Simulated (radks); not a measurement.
Values are calculated unless marked as measured or tabulated.
Radial electron density D(r) = 4 pi r^2 rho(r) of an atom or ion with 41 electrons. Code: a radial shooting solver on a logarithmic mesh with Libxc functionals. Model: scalar-relativistic Kohn-Sham, PBE, spin-unpolarised, spherical densities, finite nucleus; Fermi nuclear charge, rms radius of each element as measured or else 0.836 A^(1/3) + 0.57 fm.

r (bohr),D(r) (e/bohr)
0.004309,11.65
0.004936,14.27
0.00561,17.13
0.006428,20.63
0.007306,24.34
0.00837,28.68
0.009589,33.35
0.0109,37.91
0.01249,42.72
0.01419,46.97
0.01626,50.89
0.01863,53.86
0.02117,55.52
0.02426,55.91
0.02757,55.01
0.03158,53.00
0.03618,50.50
0.04113,48.48
0.04712,47.62
0.05355,48.72
0.06135,52.21
0.07029,57.64
0.07989,63.33
0.09153,68.16
0.1049,69.84
0.1192,67.57
0.1365,61.47
0.1552,54.10
0.1778,47.50
0.2037,44.74
0.2315,46.34
0.2652,50.71
0.3015,54.08
0.3454,53.47
0.3957,47.20
0.4497,37.50
0.5152,26.51
0.5856,18.56
0.6709,14.20
0.7686,13.36
0.8736,13.88
1.001,13.87
1.138,12.53
1.303,9.946
1.493,6.988
1.697,4.529
1.944,2.592
2.21,1.406
2.532,0.6682
2.9,0.2835
3.297,0.1110
3.777,0.03434
4.293,0.009290
4.918,0.001797

What is the nuclear charge?

Answer. Z = 44. The innermost maximum, from 1s, lies near gamma/Z bohr with gamma = sqrt(1 - (Z/c)^2) = 0.947, here 0.0215 bohr (found: 0.0235), and its height grows with Z. The density is that of the ruthenium ion Ru3+ in [Kr] 4d5; the configuration itself is not fixed sharply by these data, and Z only to a few units. D(r) has 4 maxima, at r = 0.0235, 0.104, 0.319, 0.939 bohr, and minima at 0.0467, 0.205, 0.750 bohr, inside which lie 2.02, 11.09, 29.13 electrons.
